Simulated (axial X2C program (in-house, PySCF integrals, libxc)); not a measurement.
# Nuclear properties of CI⁺

Calculated with an axial X2C code built on PySCF integrals: two-component X2C with atomic mean-field Coulomb and Gaunt terms, Gaussian nuclei, basis I dyall-cv3z, C dyall-v3z with contracted cores.

R = 1.907 Å (near the PBE0 minimum at charge 1 of the determinant lowest at the starting distance; the state shown can have its own minimum elsewhere).

Input and command:
```json
{"zs": [53, 6], "q": 1, "bas": ["dyall-cv3z", "dyall-v3z"], "r0": 2.08, "levels": ["PBE0", "HF", "LDA", "B3LYP", "BHandHLYP"], "nst": 3}
```
```bash
python soeom.py task.json out
```

Keys: zs atomic numbers; q charge; bas basis sets; r0 starting distance in Å; levels methods; nst determinants followed.

Determinant lowest in the PBE0 search, Ω = 0 (closed shell), highest spinor 49% C p, 28% I p, 19% C s:

```
    level  qzz I (a.u.)  qzz C (a.u.)
     PBE0          2.35         -0.93
       HF          5.65         -1.29
      LDA          1.47         -0.83
    B3LYP          2.57         -0.97
BHandHLYP          3.74         -1.10
```

qzz is the electric field gradient, eQq0 = 234.96 MHz × Q/barn × qzz. The operators were transformed with the bare-nucleus X2C matrices; with these basis sets, hyperfine constants and field gradients can be off by tens of per cent, and where levels differ in sign neither size nor sign is settled.

Each state is one determinant with collinear spin. The search compared states at one distance, so a state with another bond length can lie lower. Further determinants of the search, some of them spin-mixed, are not shown. Where a field gradient or hyperfine factor spreads by more than a factor of two over the levels, a constant derived from it is not to be relied on.
